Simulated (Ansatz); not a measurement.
`[NH2][GeH2][Cl]` + F• → `[NH2][GeH][Cl]`• + H–F at 700 K and 1 bar (hydrogen abstraction from a Ge–H bond).

Isolated molecules relaxed with PBE0-D4/def2-TZVP in Ansatz; ΔE leaves out vibrations. CCSD(T)/CBS is the MP2 limit (def2-TZVPP, def2-QZVPP) plus CCSD(T) − MP2 in def2-TZVPP, frozen cores. This one scheme is used for every species, atoms too. No spin–orbit coupling; open shells (•) take unrestricted orbitals. Spin–orbit coupling would lower the free atoms: a little for F. For Ge outer-core shells are correlated without core-valence functions, so the limit isn't a true one: a few kJ/mol of doubt a bond, and 10 to 20 or more in all where bonds break to atoms. Scalar relativity is left out up to krypton. Each species was taken in one conformer, which may not be the lowest.

```
          species  CCSD(T)/CBS energy (Eh)  H − E (kJ/mol)  S (J/(mol·K))
`[NH2][GeH2][Cl]`              -2593.05183           169.8          389.6
               F•                -99.66871            14.6          178.2
`[NH2][GeH][Cl]`•              -2592.40836           140.5          386.9
              H–F               -100.39570            45.2          198.5
```

H − E and S are ideal-gas, rigid-rotor, harmonic terms from PBE0-D4/def2-TZVP, for one conformer and one mirror image of each species, with the whole ground term of open shells counted as degenerate. 1 Eh = 2625.50 kJ/mol, R = 8.31446 J/(mol·K).

Question: By hand: ΔE, ΔH, ΔS and ΔG.

Answer: ΔE = (-2592.40836) + (-100.39570) − (-2593.05183) − (-99.66871) = -0.08352 Eh = -219.3 kJ/mol. Δ(H − E) = 140.5 + 45.2 − 169.8 − 14.6 = 1.3, so ΔH = -218.0 kJ/mol. ΔS = 386.9 + 198.5 − 389.6 − 178.2 = 17.6 J/(mol·K). ΔG = -218.0 − 700 × (17.6)/1000 = -230.3 kJ/mol.

Question: By hand: the equilibrium constant, and the temperature at which ΔG would vanish if ΔH and ΔS stayed fixed.

Answer: log₁₀ K = −ΔG/(RT ln 10) = 17.2. ΔH and −TΔS have one sign here, so there is no such temperature.

ΔH outweighs TΔS. A doubt of 5 kJ/mol in ΔE shifts log₁₀ K by 0.4 here. Other conformers and mirror images would add mixing entropy, several J/(mol·K) or more a flexible species. These are equilibria of isolated gas molecules and say nothing of rates. Largest T1 diagnostic: 0.014 (customary marks: 0.02 for closed shells, 0.045 for open ones).
